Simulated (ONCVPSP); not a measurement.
**Sr: ONCV pseudisation with LDA (Perdew-Wang 92), scalar-relativistic reference atom.**

ONCVPSP 4.0.1 was run on this input:

```
# ATOM AND REFERENCE CONFIGURATION
# atsym  z   nc   nv     iexc    psfile
  Sr 38.00    6    3  -001012      upf
#
#   n    l    f
    1    0    2.00
    2    0    2.00
    2    1    6.00
    3    0    2.00
    3    1    6.00
    3    2   10.00
    4    0    2.00
    4    1    6.00
    5    0    1.50
#
# PSEUDOPOTENTIAL AND OPTIMIZATION
# lmax
    2
#
#   l,   rc,      ep,       ncon, nbas, qcut
    0    2.00    0.00    4    7    6.20
    1    1.60    0.00    4    9    4.70
    2    1.65    0.02    4    7    6.90
#
# LOCAL POTENTIAL
# lloc, lpopt,  rc(5),   dvloc0
    4    5    1.40    2.00
#
# VANDERBILT-KLEINMAN-BYLANDER PROJECTORs
# l, nproj, debl
    0    2    2.00
    1    3    2.40
    2    1    0.40
#
# MODEL CORE CHARGE
# icmod, fcfact, rcfact
    1    0.35    0.00
#
# LOG DERIVATIVE ANALYSIS
# epsh1, epsh2, depsh
   -3.00    5.00    0.02
#
# OUTPUT GRID
# rlmax, drl
    6.00    0.01
#
# TEST CONFIGURATIONS
# ncnf
    4
# nvcnf
#   n    l    f
    3
    4    0    2.00
    4    1    6.00
    5    0    2.00
#
    3
    4    0    2.00
    4    1    6.00
    5    0    1.00
#
    3
    4    0    2.00
    4    1    6.00
    5    0    0.00
#
    4
    4    0    2.00
    4    1    6.00
    5    0    1.50
    4    2    0.50
#
```

Command:

```bash
oncvpsp.x < Sr.dat > Sr.out
```

The program printed (shortened: citation, most of the input echo, consistency checks and plot data are left out):

```
ONCVPSP  (Optimized Norm-Conservinng Vanderbilt PSeudopotential)
scalar-relativistic version 4.0.1

#   n    l    f        energy (Ha)
    1    0    2.00    -5.8490167E+02
    2    0    2.00    -7.9313287E+01
    2    1    6.00    -7.0547926E+01
    3    0    2.00    -1.2339518E+01
    3    1    6.00    -9.5113874E+00
    3    2   10.00    -4.8253120E+00
    4    0    2.00    -1.6155891E+00
    4    1    6.00    -9.5124181E-01
    5    0    1.50    -2.2169770E-01

Reference configufation results
  iterations    22
  all-electron total energy (Ha)   -3.17572740D+03

Begin loop to  construct optimized pseudo wave functions
and semi-local pseudopoentials for all angular momenta

Calculating optimized projector #   1

 for l=   0

    Fraction of norm inside rc  0.903739
    Optimizing pswf for qcut=   6.20 a_B^-1,  ecut=  19.25 Ha
    Residual kinetic energy error=  1.63D-06 Ha

    Energy error per electron        Cutoff
         Ha          eV             Ha
         0.01000     0.27211        9.56
         0.00100     0.02721       13.01
         0.00010     0.00272       15.58
         0.00001     0.00027       17.59

Calculating optimized projector #   2

 for l=   0

    Fraction of norm inside rc  0.050085
    Optimizing pswf for qcut=   6.20 a_B^-1,  ecut=  19.25 Ha
    Residual kinetic energy error=  1.50D-06 Ha

    Energy error per electron        Cutoff
         Ha          eV             Ha
         0.01000     0.27211        6.40
         0.00100     0.02721       11.43
         0.00010     0.00272       14.84
         0.00001     0.00027       17.31

   Wellstate for l =  1  n =  6
     eigenvalue =   1.4488
     asymptotic potential =   1.9488
     half-point radius =  3.8642

   Wellstate for l =  1  n =  7
     eigenvalue =   3.8488
     asymptotic potential =   4.3488
     half-point radius =  3.4570

Calculating optimized projector #   1

 for l=   1

    Fraction of norm inside rc  0.581872
    Optimizing pswf for qcut=   4.69 a_B^-1,  ecut=  11.01 Ha
    Residual kinetic energy error=  1.54D-03 Ha

    Energy error per electron        Cutoff
         Ha          eV             Ha
         0.01000     0.27211        5.55
         0.00100     0.02721       14.79
         0.00010     0.00272       95.45
         0.00001     0.00027      111.48

Calculating optimized projector #   2

 for l=   1

    Fraction of norm inside rc  0.074475
    Optimizing pswf for qcut=   4.69 a_B^-1,  ecut=  11.01 Ha
    Residual kinetic energy error=  1.39D-03 Ha

    Energy error per electron        Cutoff
         Ha          eV             Ha
         0.01000     0.27211        5.97
         0.00100     0.02721       12.64
         0.00010     0.00272       31.46
         0.00001     0.00027       77.35

Calculating optimized projector #   3

 for l=   1

    Fraction of norm inside rc  0.063640
    Optimizing pswf for qcut=   4.69 a_B^-1,  ecut=  11.01 Ha
    Residual kinetic energy error=  6.27D-03 Ha

    Energy error per electron        Cutoff
         Ha          eV             Ha
         0.01000     0.27211        9.15
         0.00100     0.02721       17.28
         0.00010     0.00272       58.25
         0.00001     0.00027      156.26

WARNING wellstate: moderately localized bound state found for n= 4 l=  2
WARNING scattering state with energy  0.05000000
WARNING will be used for the first projector

   Wellstate for l =  2  n =  5
     eigenvalue =   0.0500
     asymptotic potential =   0.5500
     half-point radius = 13.5172

Calculating optimized projector #   1

 for l=   2

    Fraction of norm inside rc  0.062969
    Optimizing pswf for qcut=   6.91 a_B^-1,  ecut=  23.85 Ha
    Residual kinetic energy error=  2.19D-06 Ha

    Energy error per electron        Cutoff
         Ha          eV             Ha
         0.01000     0.27211        6.31
         0.00100     0.02721       10.82
         0.00010     0.00272       15.69
         0.00001     0.00027       20.41

Construct Vanderbilt / Kleinmman-Bylander projectors

B matrix Hermiticity error, ll=   0
   1   2    8.6335E-05

  Orthonormal projector coefficients  6.5705E+00  7.8152E-01

B matrix Hermiticity error, ll=   1
   1   2   -1.9956E-04
   1   3    3.6463E-04
   2   3    1.0996E-04

  Orthonormal projector coefficients  1.0422E+01  3.9715E+00  1.2975E+00

Model core correction analysis
  based on d2Exc/dn_idn_j

d2excae - all-electron derivatives

   -2.902425D-02   -2.496142D-02   -1.506407D-03
   -2.496163D-02   -2.265127D-02   -1.167710D-03
   -1.506484D-03   -1.167755D-03   -1.105213D-04

d2excps - pseudofunction derivatives with no core correction

   -3.779932D-02   -3.050620D-02   -2.381311D-03
   -3.050709D-02   -2.663439D-02   -1.677773D-03
   -2.381592D-03   -1.677862D-03   -1.983183D-04

rms 2nd derivative error    4.168974E-03

Polynomial model core charge

d2excps - pseudofunction derivatives with core correction

   -2.778830D-02   -2.449892D-02   -1.438620D-03
   -2.449900D-02   -2.279620D-02   -1.134449D-03
   -1.438679D-03   -1.134490D-03   -1.061424D-04

rms 2nd derivative error    4.699798E-04

Pseudoatom total energy  -31.023540

Diagnostic tests using Vanderbilt-Kleinman-Bylander pseudopotentials
  1 or more projectors used as specified by nproj input data

   l    rcore       rmatch      e in        delta e   norm test  slope test

   0   2.0052011   2.0660834  -1.6155891  -0.0000001   1.0000921   1.0000919
   0   2.0052011   2.0660834  -0.2216977   0.0000018   1.0000280   1.0000242

   1   1.6070621   1.6558560  -0.9512418  -0.0000060   1.0000816   1.0001025
   1   1.6070621   1.6558560   1.4487582   0.0000072   1.0002941   1.0002941
   1   1.6070621   1.6558560   3.8487582   0.0001212   1.0003483   1.0003483

   2   1.6558560   1.7061314   0.0500000   0.0000096   1.0000027   1.0000027

 Testing for bound ghosts
   n   l    E NL Schr. Eq   E Basis Diag.   E Cutoff

   1   0       -1.615589       -1.615585     47.17
   2   0       -0.221696       -0.170441     47.17

   2   1       -0.951248       -0.950315    193.36

   3   2       -0.149115       -0.102637     66.63

 Testing for highly-localized positive-energy ghosts
       l    <radius>/rc     E Basis Diag.   E Cutoff

Test configuration 0

   n   l     f        eae           eps        diff
   1   0  2.0000 -584.90166660
   2   0  2.0000  -79.31328733
   2   1  6.0000  -70.54792584
   3   0  2.0000  -12.33951810
   3   1  6.0000   -9.51138743
   3   2 10.0000   -4.82531196
   4   0  2.0000   -1.61558908   -1.61558918   -1.04D-07
   4   1  6.0000   -0.95124181   -0.95124780   -5.99D-06
   5   0  1.5000   -0.22169770   -0.22169591    1.79D-06

    Total energies and differences
      AE_ref= -3.17572740D+03  AE_tst= -3.17572740D+03  dif=  0.00D+00
      PS_ref= -3.10235398D+01  PS_tst= -3.10235398D+01  dif=  1.78D-14
      PSP excitation error= -1.78D-14

Test configuration 1

   n   l     f        eae           eps        diff
   1   0  2.0000 -584.78834043
   2   0  2.0000  -79.20011505
   2   1  6.0000  -70.43474962
   3   0  2.0000  -12.22651261
   3   1  6.0000   -9.39839293
   3   2 10.0000   -4.71233249
   4   0  2.0000   -1.50373293   -1.50366666    6.63D-05
   4   1  6.0000   -0.84008741   -0.84008183    5.57D-06
   5   0  2.0000   -0.13381919   -0.13381575    3.44D-06

    Total energies and differences
      AE_ref= -3.17572740D+03  AE_tst= -3.17581598D+03  dif= -8.86D-02
      PS_ref= -3.10235398D+01  PS_tst= -3.11121255D+01  dif= -8.86D-02
      PSP excitation error=  4.56D-06

Test configuration 2

   n   l     f        eae           eps        diff
   1   0  2.0000 -585.02765293
   2   0  2.0000  -79.43902552
   2   1  6.0000  -70.67367173
   3   0  2.0000  -12.46498814
   3   1  6.0000   -9.63684044
   3   2 10.0000   -4.95074170
   4   0  2.0000   -1.73925775   -1.73936538   -1.08D-04
   4   1  6.0000   -1.07384072   -1.07386966   -2.89D-05
   5   0  1.0000   -0.31539659   -0.31540211   -5.52D-06

    Total energies and differences
      AE_ref= -3.17572740D+03  AE_tst= -3.17559333D+03  dif=  1.34D-01
      PS_ref= -3.10235398D+01  PS_tst= -3.08894562D+01  dif=  1.34D-01
      PSP excitation error= -9.95D-06

Test configuration 3

   n   l     f        eae           eps        diff
   1   0  2.0000 -585.31163516
   2   0  2.0000  -79.72224872
   2   1  6.0000  -70.95691401
   3   0  2.0000  -12.74738108
   3   1  6.0000   -9.91918014
   3   2 10.0000   -5.23301236
   4   0  2.0000   -2.01607333   -2.01654248   -4.69D-04
   4   1  6.0000   -1.34709077   -1.34721813   -1.27D-04

    Total energies and differences
      AE_ref= -3.17572740D+03  AE_tst= -3.17518260D+03  dif=  5.45D-01
      PS_ref= -3.10235398D+01  PS_tst= -3.04786795D+01  dif=  5.45D-01
      PSP excitation error= -6.06D-05

Test configuration 4

   n   l     f        eae           eps        diff
   1   0  2.0000 -584.76756520
   2   0  2.0000  -79.17688373
   2   1  6.0000  -70.41173182
   3   0  2.0000  -12.20357531
   3   1  6.0000   -9.37543664
   3   2 10.0000   -4.68918188
   4   0  2.0000   -1.48132830   -1.48163792   -3.10D-04
   4   1  6.0000   -0.81930380   -0.81941381   -1.10D-04
   5   0  1.5000   -0.12819651   -0.12820193   -5.42D-06
   4   2  0.5000   -0.04192345   -0.04195054   -2.71D-05

    Total energies and differences
      AE_ref= -3.17572740D+03  AE_tst= -3.17577379D+03  dif= -4.64D-02
      PS_ref= -3.10235398D+01  PS_tst= -3.10699263D+01  dif= -4.64D-02
      PSP excitation error=  7.40D-07
```

The run took about 3.1 s on one core of a shared server CPU.
